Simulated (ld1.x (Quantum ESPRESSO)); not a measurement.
# What the settings do to the TM potential of Cl

Base potential:

| Property | Result |
| --- | --- |
| Element | Cl |
| Generator | ld1.x (Quantum ESPRESSO) 7.5 |
| Type | norm-conserving Troullier–Martins (Kleinman–Bylander form) |
| Functional | PBE |
| Relativity | scalar-relativistic |
| Frozen core | [Ne] |
| Valence charge | 7 |
| Reference configuration | 3s2 3p4.5 (charge +0.5) |
| Partial waves | 3s (bound): rc 1.35 bohr; 3p (bound): rc 1.15 bohr; 3d channel at 0.05 Ry: rc 1.20 bohr |
| Local potential | the d channel |
| Core correction | a·sin(br)/r model core, default radius (core density twice the valence density) |

All-electron outer shells of the reference configuration (PBE, scalar-relativistic, ld1.x):

| shell | level (eV) | outermost node (bohr) | outermost maximum (bohr) |
| --- | --- | --- | --- |
| 3s | -26.19 | 0.55 | 1.27 |
| 3p | -13.81 | 0.53 | 1.41 |

Cutoffs, loose and tight: the cutoffs (Ry, on a coarse ladder) from which the occupation-weighted sum of valence levels, in a spherical-Bessel basis at the reference potential, stays within 10 and 1 mRy of its value at 400 Ry. They do not see the model core or the augmentation charge, which bear on the density cutoff. Test errors are all-electron minus pseudo excitation energies from the reference, over the configurations 3s2 3p5; 3s2 3p4; 3s2 3p3; 3s1 3p6; 3s1 3p5; 3s2 3p5.3; 3s2 3p2. A dash means not determined; rows that change the core or the reference have their own tests.

A true bound ghost makes a file unfit for plane-wave use even where its test errors are small: the radial tests pick states by their node count and pass the ghost by.

```tsv
change	outcome	cutoff, loose	cutoff, tight	bound ghosts	largest test error (meV)
base	generated	70 Ry	140 Ry	none	+139
wave 3d channel at 0.05 Ry: rc 1.20 bohr becomes 3d channel at -0.16 Ry: rc 1.20 bohr	generated	70 Ry	140 Ry	none	+138
wave 3d channel at 0.05 Ry: rc 1.20 bohr becomes 3d channel at -0.11 Ry: rc 1.20 bohr	generated	70 Ry	140 Ry	none	+138
wave 3d channel at 0.05 Ry: rc 1.20 bohr becomes 3d channel at 0.01 Ry: rc 1.20 bohr	generated	70 Ry	140 Ry	none	+139
wave 3d channel at 0.05 Ry: rc 1.20 bohr becomes 3d channel at 0.2 Ry: rc 1.20 bohr	generated	70 Ry	140 Ry	none	+140
wave 3d channel at 0.05 Ry: rc 1.20 bohr becomes 3d channel at 0.37 Ry: rc 1.20 bohr	generated	70 Ry	140 Ry	none	+141
wave 3d channel at 0.05 Ry: rc 1.20 bohr becomes 3d channel at 0.81 Ry: rc 1.20 bohr	generated	70 Ry	140 Ry	none	+143
wave 3d channel at 0.05 Ry: rc 1.20 bohr becomes 3d channel at 1.5 Ry: rc 1.20 bohr	generated	70 Ry	140 Ry	none	+147
wave 3d channel at 0.05 Ry: rc 1.20 bohr becomes 3d channel at 2.56 Ry: rc 1.20 bohr	generated	70 Ry	140 Ry	none	+153
```

Q: What comes out with this change to the base: wave 3d channel at 0.05 Ry: rc 1.20 bohr becomes 3d channel at 4.33 Ry: rc 1.20 bohr?

A: outcome: generated; cutoff, loose: 70 Ry; cutoff, tight: 140 Ry; bound ghosts: none; largest test error (meV): +194.

Q: What comes out with this change to the base: wave 3d channel at 0.05 Ry: rc 1.20 bohr becomes 3d channel at 5.88 Ry: rc 1.20 bohr?

A: outcome: generated; cutoff, loose: 70 Ry; cutoff, tight: 140 Ry; bound ghosts: s; largest test error (meV): +198.
